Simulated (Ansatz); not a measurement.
The cluster Pt2H. Charge 0, multiplicity 2. Geometry PBE-D4/def2-TZVPD, that of the charge -1 singlet; atoms count from 1.

```xyz
3

Pt   -0.3587    0.6723   -0.1662
Pt    1.0092   -0.3978    1.5214
H    -0.6505   -0.2745   -1.3552
```

In the def2 sets Pt takes a core potential; there is no spin–orbit coupling. The structure comes from a short search, and lower isomers may exist.

Problem. Estimate the Mulliken populations from the PBE0/def2-TZVPD orbitals of Ansatz.

Solution. 
| atom | charge (e) | spin (α − β) | d electrons |
| --- | --- | --- | --- |
| Pt1 | -0.10 | 0.07 | 8.91 |
| Pt2 | 0.03 | 0.94 | 9.07 |
| H3 | 0.07 | -0.01 | – |
Mulliken values depend strongly on the basis. With diffuse functions, as here, like atoms can get unlike values, and bond orders can come out too low or too high.

Problem. Where does the spin sit?

Solution. Summed by element: Pt 1.01, H -0.01, of 1 unpaired in all. Largest on single atoms: Pt2 0.94, Pt1 0.07, H3 -0.01.

Problem. And the Mayer bond orders between heavy atoms (over 0.3)?

Solution. Pt1–Pt2 1.34 (2.42 Å).
